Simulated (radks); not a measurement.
Results of a calculation; reference values are marked as such.
Task: Species: Au3+. Configuration: [Xe] 4f14 5d8. Code: a radial shooting solver on a logarithmic mesh with Libxc functionals. Model: non-relativistic Kohn-Sham, PBE, spin-unpolarised, spherical densities, point nucleus; relativity is left out, which matters for an element this heavy. Some entries of the table are withheld. Estimate them.

orbital  occ.  eigenvalue (hartree)  r(max) (bohr)  <1/r> (bohr^-1)
1s          2             -2686.732        0.01272            78.45
2s          2             -449.4754        0.06913            18.46
2p          6             -432.1735        0.05362            18.50
3s          2             -106.2190            (1)            7.153
3p          6             -98.06353            (2)            7.108
3d         10             -82.84964         0.1396            7.039
4s          2             -23.45806         0.4214            3.126
4p          6             -19.93978         0.4206            3.039
4d         10             -13.47261         0.4132            2.856
4f         14              -4.80936         0.3702            2.510
5s          2              -4.42121         0.9343            1.299
5p          6              -3.29784         0.9898              (3)
5d          8              -1.53059          1.175           0.9174

Result: 
(1) 3s r(max) (bohr): 0.1889
(2) 3p r(max) (bohr): 0.1777
(3) 5p <1/r> (bohr^-1): 1.190
